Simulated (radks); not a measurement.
Q: The mean radii <r> (bohr) of the occupied orbitals of an atom or ion are listed with their occupations. All-electron calculation, Dirac Kohn-Sham, AM05, spin-unpolarised, spherical densities, finite nucleus; Fermi nuclear charge, rms radius of each element as measured or else 0.836 A^(1/3) + 0.57 fm. Program: a radial shooting solver on a logarithmic mesh with Libxc functionals.

orbital  occ.     <r>
1s1/2       1  0.7901

Name the element and its charge. Open shells, if any, are shared by 2j + 1.

A: Z = 2, helium, charge +1: He+ in 1s1. The 1s radius gives Z: for a bare nucleus <r> = (2 gamma + 1)/(2Z) with gamma = sqrt(1 - (Z/c)^2), 0.7499 bohr for Z = 2, and the self-interaction of the functional makes it slightly larger (0.7901 here). The occupations add up to 1, and the charge is Z minus that.
